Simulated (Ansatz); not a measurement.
Which isomer of C4H9Al gives these data?

These gas-phase data were calculated for one isomer of C4H9Al at PBE0-D3(BJ)/def2-SVP (harmonic, unscaled wavenumbers; equilibrium rotational constants with average atomic masses):

```
rotational constants            : 5.319, 4.292, 2.6 GHz
all wavenumbers above 1500 cm⁻¹ : 3126, 3126, 3090, 3084, 3033, 3033, 3032, 3032, 1920
```

Candidates:

(1) `C1C[CH2][AlH][CH2]1`, a singlet
(2) `CC(C)=[CH][AlH2]`, a singlet

Q: Assign the data to one candidate and say why.

A: Candidate (1). 1 mode lies between 1700 and 2050 cm⁻¹, one for each Al–H bond, while (2) has 2.

The same quantities for all candidates:

|  | rotational constants (GHz) | wavenumbers above 1500 cm⁻¹ | E above the lowest, PBE0-D3(BJ)/def2-SVP (kcal/mol) |
| --- | --- | --- | --- |
| (1) | 5.319, 4.292, 2.6 | 3126, 3126, 3090, 3084, 3033, 3033, 3032, 3032, 1920 | 0.0 |
| (2) | 8.091, 2.075, 1.686 | 3171, 3170, 3118, 3117, 3115, 3044, 3039, 1923, 1916, 1679 | 16.1 |

Harmonic stretches to hydrogen usually lie a few per cent above observed fundamentals. Each candidate is one conformer. Programs: Ansatz 0.2.0.
